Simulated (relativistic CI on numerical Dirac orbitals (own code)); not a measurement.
# Hyperfine structure of Cu¹²⁺, mass number 65

Computed by Dirac-Coulomb-Breit CI, orbitals from a KLI potential per configuration, model QED (radiative potential, 1s self-energy scaled to tabulated hydrogen-like ionisation energies), unscaled Slater integrals (own radial code, finite nucleus).

CI space (outside the closed core [Ne]): 3s2 3p5, 3s 3p6, 3s2 3p4 3d, 3s 3p5 3d, 3p6 3d, 3s 3p4 3d2, 3s2 3p4 4s, 3s2 3p3 3d 4p, 3s2 3p4 4p, 3p6 4s, 3p6 4p, 3s 3p4 3d 4s, 3s2 3p4 4d, 3s2 3p3 3d 4s, 3s2 3p2 3d2 4s, 3s 3p3 3d2 4s, 3s2 3p2 3d 4s2, 3s2 3p2 3d 4s 4p, 3s2 3p2 3d 4s 4d. Double excitations out of closed p, d and f shells are left out; levels of such configurations are missing from the list, as are those of other unlisted configurations, and high levels can miss mixing partners.

Nuclear spin I = 3/2, μ = 2.3844 μN, Q = -0.204 b (tables of Stone and Pyykkö). The electronic factors are computed for point nuclear moments, without core polarisation or the Bohr-Weisskopf and QED corrections.

| Level | E (eV) | A (GHz) | B (GHz) |
| --- | --- | --- | --- |
| 3s2 3p5 2P°_3/2 | 0.0000 | 10.24 | 2.37 |
| 3s2 3p5 2P°_1/2 | 3.5497 | 53.06 |  |
| 3s 3p6 2S_1/2 | 41.7515 | 144.5 |  |
| 3s2 3p4 3d 4D_5/2 | 57.5059 | 6.221 | 0.574 |
| 3s2 3p4 3d 4D_7/2 | 57.6221 | 3.649 | 1.37 |
| 3s2 3p4 3d 4D_3/2 | 57.7510 | 9.011 | 0.101 |
| 3s2 3p4 3d 4D_1/2 | 58.1546 | 16.63 |  |
| 3s2 3p4 3d 4F_9/2 | 62.1013 | 5.766 | -2.33 |

Levels with J = 0, under 50 % of one LS term, or S terms without an open s electron are left out. Small factors come from cancelling terms and can be off by tens of per cent or more.

At this charge energies of transitions that change n are usually good to better than 1 %, and those within a shell (Δn = 0) to a few per cent.

Question: Give the hyperfine levels of 3s2 3p5 2P°_1/2 relative to its centre of gravity.

Answer: With K = F(F + 1) − I(I + 1) − J(J + 1), E = AK/2: F = 1: -66.33, F = 2: 39.8 GHz.

LS names give the leading component of a level, which can be under half, so a name can repeat, a term be missing and a line seem to break the LS rules.
